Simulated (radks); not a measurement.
Values are calculated unless marked as measured or tabulated.
Effect of the nuclear size on the nickel ion Ni2+, [Ar] 3d8. Code: a radial shooting solver on a logarithmic mesh with Libxc functionals. Model: Dirac Kohn-Sham, BLYP, spin-unpolarised, spherical densities, finite nucleus; open shells are shared between the two j in proportion to 2j + 1; Fermi nuclear charge, rms radius 3.7757 fm. The rms radius is varied about that value; shifts are against it.

rms radius (fm)  total energy shift (eV)  density at nucleus (e/bohr^3)  1s1/2 shift (meV)  2s1/2 shift (meV)  3s1/2 shift (meV)
3.0508                           -0.0550                      1.981e+04              -23.4              -2.18             -0.327
3.4887                           -0.0231                      1.968e+04              -9.82             -0.917             -0.137
3.7757                                 0                       1.96e+04              0.000              0.000              0.000
3.9192                            0.0122                      1.957e+04               5.19              0.485              0.072
4.3987                            0.0561                      1.946e+04               23.8               2.23              0.333

Slopes of the eigenvalues against <r^2> in GHz/fm^2, as finite differences over the two radii next to the reference (eigenvalue slopes, not the field-shift constants of lines): 1s1/2 1140, 2s1/2 106, 3s1/2 15.9.
